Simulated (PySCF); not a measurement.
Compound: C6H10FO (doublet state).
SMILES with atom numbers: `[CH3:1][CH:2][C@@H:3]1[CH2:4][O:5][C@H:6]1[CH2:7][F:8]` (hydrogens: H9, H10, H11 on C1; H12 on C2; H13 on C3; H14, H15 on C4; H16 on C6; H17, H18 on C7)

Structure used (GFN2-xTB), in Å, numbered top down from 1:
```xyz
18
C6H10FO angstrom
C     -2.370   -0.932   -0.320
C     -1.372    0.135   -0.534
C     -0.191    0.303    0.306
C      0.276    1.746    0.624
O      1.562    1.520    0.043
C      1.213    0.206   -0.382
C      2.168   -0.844    0.164
F      1.799   -2.091   -0.270
H     -2.061   -1.606    0.475
H     -3.347   -0.512   -0.057
H     -2.523   -1.513   -1.233
H     -1.497    0.793   -1.378
H     -0.243   -0.332    1.191
H      0.346    2.002    1.683
H     -0.273    2.524    0.088
H      1.161    0.130   -1.474
H      3.184   -0.656   -0.197
H      2.158   -0.863    1.258
```

The hyperfine couplings belong to this conformer and change with its torsions.

Method used: UKS B3LYP, pcH-1 on C F H O, non-relativistic, mean-field spin-orbit, GIAO in PySCF 2.14.0. Geometry: GFN2-xTB, one conformer, isolated molecule. GFN2-xTB frequencies show an imaginary mode (31i cm⁻¹), so this geometry is no minimum at that level. The geometry wasn't refined by DFT: couplings that depend on bond lengths, twists or pyramidal angles can differ widely from those at the functional's own minimum. The SCF solution wasn't tested for stability.

**Question.** Match the computed a_iso(13C) values +101.6, +86.4, +76.0, -38.6, -34.0, +0.5 MHz with the sites C1; C2; C3; C4; C6; C7.

**Answer.** 
```json
{"site": "C1", "a_iso (MHz)": "-34.0", "ρ(0) (bohr⁻³)": "-0.0303", "position": "1 bond from C2", "distance from C2 (Å)": "1.48", "spin population": "-0.09", "largest |T| (MHz)": "2.7"}
{"site": "C2", "a_iso (MHz)": "+86.4", "ρ(0) (bohr⁻³)": "+0.0769", "position": "largest spin population", "distance from C2 (Å)": "0.00", "spin population": "+1.01", "largest |T| (MHz)": "157.6"}
{"site": "C3", "a_iso (MHz)": "-38.6", "ρ(0) (bohr⁻³)": "-0.0344", "position": "1 bond from C2", "distance from C2 (Å)": "1.46", "spin population": "-0.10", "largest |T| (MHz)": "3.5"}
{"site": "C4", "a_iso (MHz)": "+76.0", "ρ(0) (bohr⁻³)": "+0.0676", "position": "2 bonds from C2", "distance from C2 (Å)": "2.58", "spin population": "+0.05", "largest |T| (MHz)": "9.7"}
{"site": "C6", "a_iso (MHz)": "+101.6", "ρ(0) (bohr⁻³)": "+0.0904", "position": "2 bonds from C2", "distance from C2 (Å)": "2.59", "spin population": "+0.07", "largest |T| (MHz)": "16.0"}
{"site": "C7", "a_iso (MHz)": "+0.5", "ρ(0) (bohr⁻³)": "+0.0005", "position": "3 bonds from C2", "distance from C2 (Å)": "3.74", "spin population": "0.00", "largest |T| (MHz)": "1.9"}
```

ρ(0) is the spin density at the nucleus and T the dipolar tensor; entries for several nuclei are means. The largest Mulliken spin populations are on C2 (+1.01), C3 (-0.10), C1 (-0.09) and C6 (+0.07). No atom but C2 exceeds +0.15. The positive populations add up to 1.23 and the negative ones to -0.23, together 2S = 1. The angles at C2 add up to 359.9°, so it is planar; its axial dipolar tensor and the negative coupling of its proton fit spin in a p orbital normal to that plane.

The spin density at the nucleus, in bohr⁻³, is negative for C3 (-0.0344), C1 (-0.0303) and H12 (-0.0134), for instance. A restricted open-shell determinant has no negative spin density anywhere; here it arises because α and β orbitals differ (spin polarisation).

Class means assume fast exchange of nuclei equivalent by connectivity; if that motion is slow, each nucleus keeps its own coupling. The three 1H nuclei of mean +78.7 MHz run from 5.2 to 131.4 MHz in the frozen geometry.

The run took 77 s of wall time (grids of density and orbitals included) on Arm Neoverse V2, one thread, shared host with 96 logical CPUs at a one-minute load of 27, and the process peaked at 0.97 GiB of memory.
